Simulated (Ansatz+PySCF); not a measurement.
The numbers below are computed, except where a source is named.
Input for Ansatz (development build ahead of 0.2.0):

```yaml
crystal:
  periodic: [false, false, false]
  atoms:
    - { symbol: Be, position_ang: [0.0, 0.0, 0.0] }
    - { symbol: "N", position_ang: [0.51001, 0.68001, 1.47226] }
basis:
  gaussian: { orbitals: STO-3G }
total_charge: 1
magnetization:
  initial_magnetization: 2
hamiltonian:
  xc: hf
correlation:
  method: fci
  frozen_orbitals: { Be: 0, "N": 1 }
```

The input is written out in the form of the current development build from the run's settings.

The run gave:

| Quantity | Value |
| --- | --- |
| Converged | yes |
| Total energy | -67.88415 hartree |
| State | lowest triplet root, of any spatial symmetry |
